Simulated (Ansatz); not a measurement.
System: SiCl (charge +1, singlet). 
Coordinates optimised at B3LYP-D3(BJ)/def2-TZVP (Ansatz, a first-principles code):
```
Si
Cl 1 1.9654
```
Charge +1, spin multiplicity 1.

Basis-set convergence of Hartree-Fock and CCSD(T) correlation energies (hartree) with Ansatz. Correlated levels leave the core frozen unless marked. No spin-orbit coupling. No relativistic terms.

```json
[
 {"basis": "cc-pV(D+d)Z", "functions": "46", "E(HF)": "-748.16891", "E(corr, CCSD(T))": "-0.23245", "rough core time": "under 20 s"},
 {"basis": "cc-pV(T+d)Z", "functions": "78", "E(HF)": "-748.19741", "E(corr, CCSD(T))": "-0.29768", "rough core time": "under 20 s"},
 {"basis": "cc-pV(Q+d)Z", "functions": "128", "E(HF)": "-748.20348", "E(corr, CCSD(T))": "-0.32070", "rough core time": "under 20 s"},
 {"basis": "cc-pV(5+d)Z", "functions": "200", "E(HF)": "-748.20458", "E(corr, CCSD(T))": "-0.32854", "rough core time": "20 s"}
]
```

Extrapolating the two largest sets (X = 4 and 5) as X^-3: E(corr) = (125·(-0.32854) - 64·(-0.32070))/61 = -0.3368 Eh, an estimate of the basis-set limit. The largest set recovers 97.6 % of it, the smallest 69.0 %.
